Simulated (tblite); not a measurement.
Parent: `[F:1][C@H:2]1[CH2:3][SiH2:4][S:5][CH2:6][S:7]1` with F1–C2–C3–Si4 54°, C2–C3–Si4–S5 56°, C3–Si4–S5–C6 -48°, Si4–S5–C6–S7 64°, C3H7FS2Si.

Structures optimised with GFN2-xTB, isolated species. One conformer each, not checked by frequencies here.

```csv
coordinate of the parent,value
F1–C2,1.373 Å
C2–C3,1.515 Å
C3–Si4,1.910 Å
Si4–S5,2.150 Å
S5–C6,1.823 Å
C6–S7,1.812 Å
C2–S7,1.834 Å
F1–C2–C3,110.0°
F1–C2–S7,109.2°
C3–C2–S7,113.4°
C2–C3–Si4,112.7°
C3–Si4–S5,107.4°
Si4–S5–C6,98.2°
S5–C6–S7,115.7°
C2–S7–C6,100.0°
```

How does the shared frame change in `[CH:1]#[C:2][C@@H:3]1[SiH2:4][S:5][CH2:6][S:7][C@H:8]1[F:9]` with C2–C3–Si4–S5 -69°, C3–Si4–S5–C6 -48°, Si4–S5–C6–S7 64°, S5–C6–S7–C8 -73°, C5H7FS2Si? Atoms pair as F1 = F9, C2 = C8, C3 = C3, Si4 = Si4, S5 = S5, C6 = C6, S7 = S7 (parent first).

```csv
parent,relative,value in the relative,change
F1–C2,F9–C8,1.374 Å,+0.001
C2–C3,C8–C3,1.524 Å,+0.009
C3–Si4,C3–Si4,1.924 Å,+0.014
Si4–S5,Si4–S5,2.145 Å,-0.005
S5–C6,S5–C6,1.826 Å,+0.003
C6–S7,C6–S7,1.812 Å,0.000
C2–S7,C8–S7,1.830 Å,-0.004
F1–C2–C3,F9–C8–C3,109.3°,-0.7
F1–C2–S7,F9–C8–S7,109.4°,+0.2
C3–C2–S7,C3–C8–S7,114.2°,+0.8
C2–C3–Si4,C8–C3–Si4,112.1°,-0.6
C3–Si4–S5,C3–Si4–S5,108.0°,+0.6
Si4–S5–C6,Si4–S5–C6,98.3°,+0.1
S5–C6–S7,S5–C6–S7,115.8°,+0.1
C2–S7–C6,C8–S7–C6,100.2°,+0.2
```

Of the parent's bonds, C3–Si4 changes most (+0.014 Å). Bonds of the relative outside the shared frame: C1≡C2 1.197, C2–C3 1.444 Å. Point group C1 → C1.

The numbers are calculated, not measured.
